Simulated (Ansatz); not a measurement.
C2H10BNSi can be A, `CB(N)C[SiH3]`, or B, `CN(C)B[SiH3]`.

Program: Ansatz. Geometries: PBE0-D4/def2-TZVP. ΔE: electronic, gas phase. CCSD(T)/CBS adds triple-zeta CCSD(T) − MP2 to the extrapolated MP2 energy (def2 sets, frozen cores). DFT in def2-TZVPP. B3LYP here is the variant with VWN-RPA as its local correlation; programs differ in this. One conformer a species, not always the lowest.

Q: Which isomer does CCSD(T)/CBS put lower? Give the gap. (Estimate.)

A: Computed: A, by 162.8 kJ/mol.

Q: Give E(B) − E(A) in kJ/mol with B3LYP-D4, B3LYP, CCSD(T)/def2-TZVPP, MP2/def2-TZVPP, PBE0-D4, r2SCAN-D4, ωB97M-V. (An estimate is asked.)

A: The calculation gave: B3LYP-D4 158.0, B3LYP 157.2, CCSD(T)/def2-TZVPP 158.7, MP2/def2-TZVPP 170.0, PBE0-D4 160.0, r2SCAN-D4 166.6, ωB97M-V 169.7. None reverses the order clearly.

Largest T1 diagnostic: 0.013.

From PBE to PBE0 (25 % exact exchange), in def2-TZVPP and without D4, E(B) − E(A) moves by +7.6 kJ/mol.
